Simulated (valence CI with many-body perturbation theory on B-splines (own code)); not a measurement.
## Ta58+: electric-dipole lines

Level of theory: valence CI with perturbative core correlation (CI+MBPT): five valence electrons over a frozen Dirac-Fock core [Ne], radial functions for each j: 9 s, 9 p, 8 d, 6 f, 3 g, 1 h, with the one-electron correlation potential Σ1, the two-electron term Σ2, the three-electron term Σ3, Breit, model QED; selected CI, second order for the rest (own B-spline code, finite nucleus).

No measured spectrum was set against this ion. As an estimate, large intervals hold to a few tenths of a per cent, small ones and those within an open d or f shell to about a per cent. Among the levels kept, up to 550 cm⁻¹ of a level comes from second order outside the variational space, and about a tenth of that is noise between levels of different J, which matters for small intervals.

Lines 101 to 150 of 219 in falling wavelength, among levels below 891.87 eV, chosen from the strongest by gf and those to the six lowest levels. Wavelengths and rates use the calculated energies. Electric multipoles are in the length gauge, E1 and E2 with the static RPA response of the core. Weak lines are less certain than strong ones. Lines between different terms over intervals too small for the method are left out, as are lines whose strength nearly cancels. The highest levels of a list are the least certain.

Levels are named by their leading jj configuration (3d3/2^4 stands for four electrons in 3d with j = 3/2), which in mixed levels can hold well under half, so a name can repeat and another be missing. Letters in brackets count levels of one name in rising energy.

| λ vac (nm) | Upper | Lower | A (s⁻¹) | S (a.u.) with core polarisation | S without |
| --- | --- | --- | --- | --- | --- |
| 5.110 | (3s^2 3p1/2 3d3/2 3d5/2) J=9/2 | (3s^2 3p1/2 3p3/2 3d5/2) J=9/2 | 1.71e+10 | 1.12e-02 | 1.14e-02 |
| 5.084 | (3s^2 3p1/2 3d3/2^2) J=3/2 | (3s^2 3p1/2 3p3/2 3d3/2) J=5/2 [b] | 7.36e+09 | 1.91e-03 | 1.94e-03 |
| 5.007 | (3s^2 3p1/2 3p3/2 3d3/2) J=1/2 [b] | (3s^2 3p1/2 3p3/2^2) J=1/2 | 5.36e+08 | 6.65e-05 | 6.81e-05 |
| 4.996 | (3s^2 3p1/2 3p3/2 3d3/2) J=3/2 [b] | (3s^2 3p1/2 3p3/2^2) J=1/2 | 9.95e+08 | 2.45e-04 | 2.48e-04 |
| 4.964 | (3s 3p1/2^2 3p3/2 3d3/2) J=3/2 [b] | (3s 3p1/2^2 3p3/2^2) J=5/2 | 3.88e+09 | 9.38e-04 | 9.50e-04 |
| 4.904 | (3s^2 3p1/2 3p3/2 3d3/2) J=5/2 [b] | (3s^2 3p1/2 3p3/2^2) J=5/2 | 2.94e+09 | 1.03e-03 | 1.04e-03 |
| 4.710 | (3s^2 3p1/2 3p3/2 3d3/2) J=3/2 [b] | (3s^2 3p1/2 3p3/2^2) J=5/2 | 1.33e+09 | 2.74e-04 | 2.81e-04 |
| 4.689 | (3s^2 3p1/2 3p3/2 3d3/2) J=5/2 [b] | (3s^2 3p1/2 3p3/2^2) J=3/2 | 4.82e+07 | 1.47e-05 | 1.50e-05 |
| 4.589 | (3s^2 3p1/2 3d3/2 3d5/2) J=5/2 | (3s^2 3p1/2 3p3/2 3d3/2) J=3/2 [b] | 3.50e+09 | 1.00e-03 | 1.02e-03 |
| 4.520 | (3s^2 3p1/2 3p3/2 3d3/2) J=1/2 [b] | (3s^2 3p1/2 3p3/2^2) J=3/2 | 8.18e+09 | 7.45e-04 | 7.55e-04 |
| 4.510 | (3s^2 3p1/2 3p3/2 3d3/2) J=3/2 [b] | (3s^2 3p1/2 3p3/2^2) J=3/2 | 7.75e+07 | 1.40e-05 | 1.45e-05 |
| 4.349 | (3s^2 3p1/2 3p3/2 3d5/2) J=3/2 [a] | (3s^2 3p1/2 3p3/2^2) J=1/2 | 1.68e+09 | 2.73e-04 | 2.76e-04 |
| 4.344 | (3s 3p1/2^2 3p3/2 3d5/2) J=5/2 [a] | (3s 3p1/2^2 3p3/2^2) J=3/2 | 3.20e+09 | 7.78e-04 | 7.89e-04 |
| 4.304 | (3s^2 3p1/2 3p3/2 3d5/2) J=7/2 [a] | (3s^2 3p1/2 3p3/2^2) J=5/2 | 9.57e+08 | 3.01e-04 | 3.05e-04 |
| 4.233 | (3s 3p1/2^2 3p3/2 3d5/2) J=3/2 [a] | (3s 3p1/2^2 3p3/2^2) J=1/2 | 1.75e+10 | 2.62e-03 | 2.65e-03 |
| 4.208 | (3s 3p1/2^2 3p3/2 3d5/2) J=3/2 [a] | (3s 3p1/2^2 3p3/2^2) J=3/2 | 5.47e+10 | 8.05e-03 | 8.15e-03 |
| 4.174 | (3s 3p1/2^2 3p3/2 3d5/2) J=5/2 [b] | (3s^2 3p1/2 3p3/2 3d3/2) J=3/2 [a] | 7.87e+09 | 1.69e-03 | 1.72e-03 |
| 4.130 | (3s^2 3p1/2 3p3/2 3d5/2) J=3/2 [a] | (3s^2 3p1/2 3p3/2^2) J=5/2 | 1.91e+10 | 2.66e-03 | 2.70e-03 |
| 4.082 | (3s^2 3p1/2 3p3/2 3d5/2) J=5/2 [a] | (3s^2 3p1/2 3p3/2^2) J=5/2 | 8.95e+10 | 1.80e-02 | 1.83e-02 |
| 4.054 | (3s^2 3p1/2 3d3/2 3d5/2) J=7/2 | (3s^2 3p1/2 3p3/2 3d3/2) J=7/2 | 4.94e+10 | 1.30e-02 | 1.32e-02 |
| 4.022 | (3s^2 3p1/2 3d3/2^2) J=3/2 | (3s 3p1/2^2 3p3/2^2) J=3/2 | 9.69e+09 | 1.24e-03 | 1.26e-03 |
| 4.002 | (3s^2 3p1/2 3d3/2 3d5/2) J=5/2 | (3s^2 3p1/2 3p3/2 3d3/2) J=7/2 | 1.84e+10 | 3.49e-03 | 3.54e-03 |
| 3.976 | (3s^2 3p1/2 3p3/2 3d5/2) J=3/2 [a] | (3s^2 3p1/2 3p3/2^2) J=3/2 | 1.45e+11 | 1.81e-02 | 1.83e-02 |
| 3.940 | (3s^2 3p1/2^2 3d5/2) J=5/2 | (3s^2 3p1/2^2 3p3/2) J=3/2 | 2.18e+11 | 3.95e-02 | 4.00e-02 |
| 3.939 | (3s 3p1/2^2 3p3/2 3d5/2) J=5/2 [a] | (3s 3p1/2^2 3p3/2^2) J=5/2 | 1.59e+11 | 2.88e-02 | 2.92e-02 |
| 3.932 | (3s^2 3p1/2 3p3/2 3d5/2) J=5/2 [a] | (3s^2 3p1/2 3p3/2^2) J=3/2 | 5.13e+10 | 9.23e-03 | 9.35e-03 |
| 3.915 | (3s 3p1/2^2 3p3/2 3d5/2) J=1/2 | (3s 3p1/2^2 3p3/2^2) J=1/2 | 2.76e+11 | 1.64e-02 | 1.66e-02 |
| 3.900 | (3s^2 3p1/2 3d3/2 3d5/2) J=7/2 | (3s^2 3p1/2 3p3/2 3d3/2) J=5/2 [a] | 2.00e+11 | 4.67e-02 | 4.73e-02 |
| 3.894 | (3s^2 3p1/2 3p3/2 3d5/2) J=3/2 [b] | (3s^2 3p1/2 3p3/2^2) J=1/2 | 2.45e+11 | 2.86e-02 | 2.90e-02 |
| 3.894 | (3s 3p1/2^2 3p3/2 3d5/2) J=1/2 | (3s 3p1/2^2 3p3/2^2) J=3/2 | 2.38e+10 | 1.39e-03 | 1.40e-03 |
| 3.893 | (3s^2 3p1/2 3d3/2 3d5/2) J=5/2 | (3s^2 3p1/2 3p3/2 3d3/2) J=3/2 [a] | 1.52e+11 | 2.65e-02 | 2.68e-02 |
| 3.877 | (3s^2 3p1/2 3d3/2 3d5/2) J=9/2 | (3s^2 3p1/2 3p3/2 3d3/2) J=7/2 | 2.62e+11 | 7.52e-02 | 7.62e-02 |
| 3.852 | (3s^2 3p1/2 3d3/2 3d5/2) J=5/2 | (3s^2 3p1/2 3p3/2 3d3/2) J=5/2 [a] | 1.28e+11 | 2.17e-02 | 2.20e-02 |
| 3.848 | (3s^2 3p1/2 3p3/2 3d5/2) J=1/2 | (3s^2 3p1/2 3p3/2^2) J=1/2 | 3.80e+11 | 2.14e-02 | 2.17e-02 |
| 3.847 | (3s 3p1/2^2 3p3/2 3d5/2) J=7/2 [a] | (3s 3p1/2^2 3p3/2^2) J=5/2 | 2.64e+11 | 5.92e-02 | 6.00e-02 |
| 3.832 | (3s 3p1/2^2 3p3/2 3d5/2) J=5/2 [b] | (3s 3p1/2^2 3p3/2^2) J=3/2 | 4.04e+11 | 6.74e-02 | 6.82e-02 |
| 3.829 | (3s 3p1/2^2 3p3/2 3d5/2) J=3/2 [b] | (3s 3p1/2^2 3p3/2^2) J=1/2 | 1.96e+11 | 2.17e-02 | 2.20e-02 |
| 3.828 | (3s^2 3p1/2 3p3/2 3d5/2) J=5/2 [b] | (3s^2 3p1/2 3p3/2^2) J=5/2 | 1.12e+11 | 1.86e-02 | 1.88e-02 |
| 3.827 | (3s 3p1/2^2 3p3/2 3d5/2) J=3/2 [a] | (3s 3p1/2^2 3p3/2^2) J=5/2 | 4.32e+10 | 4.78e-03 | 4.85e-03 |
| 3.816 | (3s^2 3p1/2 3d3/2 3d5/2) J=3/2 | (3s^2 3p1/2 3p3/2 3d3/2) J=3/2 [a] | 1.90e+11 | 2.08e-02 | 2.11e-02 |
| 3.815 | (3s^2 3p1/2 3p3/2 3d5/2) J=7/2 [b] | (3s^2 3p1/2 3p3/2^2) J=5/2 | 4.49e+11 | 9.84e-02 | 9.97e-02 |
| 3.814 | (3s^2 3p1/2 3d3/2 3d5/2) J=3/2 | (3s^2 3p1/2 3p3/2 3d3/2) J=1/2 [a] | 1.12e+11 | 1.23e-02 | 1.25e-02 |
| 3.808 | (3s 3p1/2^2 3p3/2 3d5/2) J=3/2 [b] | (3s 3p1/2^2 3p3/2^2) J=3/2 | 3.07e+10 | 3.35e-03 | 3.39e-03 |
| 3.791 | (3s^2 3p1/2 3d3/2 3d5/2) J=1/2 | (3s^2 3p1/2 3p3/2 3d3/2) J=3/2 [a] | 7.97e+10 | 4.29e-03 | 4.34e-03 |
| 3.789 | (3s^2 3p1/2 3d3/2 3d5/2) J=1/2 | (3s^2 3p1/2 3p3/2 3d3/2) J=1/2 [a] | 2.85e+11 | 1.53e-02 | 1.55e-02 |
| 3.776 | (3s^2 3p1/2 3d3/2 3d5/2) J=3/2 | (3s^2 3p1/2 3p3/2 3d3/2) J=5/2 [a] | 4.44e+10 | 4.72e-03 | 4.78e-03 |
| 3.718 | (3s^2 3p1/2 3p3/2 3d5/2) J=3/2 [b] | (3s^2 3p1/2 3p3/2^2) J=5/2 | 6.32e+10 | 6.41e-03 | 6.50e-03 |
| 3.695 | (3s^2 3p1/2 3p3/2 3d5/2) J=5/2 [b] | (3s^2 3p1/2 3p3/2^2) J=3/2 | 5.78e+11 | 8.63e-02 | 8.75e-02 |
| 3.655 | (3s 3p1/2^2 3p3/2 3d5/2) J=7/2 [b] | (3s 3p1/2^2 3p3/2^2) J=5/2 | 1.54e+11 | 2.97e-02 | 3.00e-02 |
| 3.593 | (3s^2 3p1/2 3d3/2 3d5/2) J=5/2 | (3s 3p1/2^2 3p3/2^2) J=3/2 | 6.21e+09 | 8.54e-04 | 8.66e-04 |
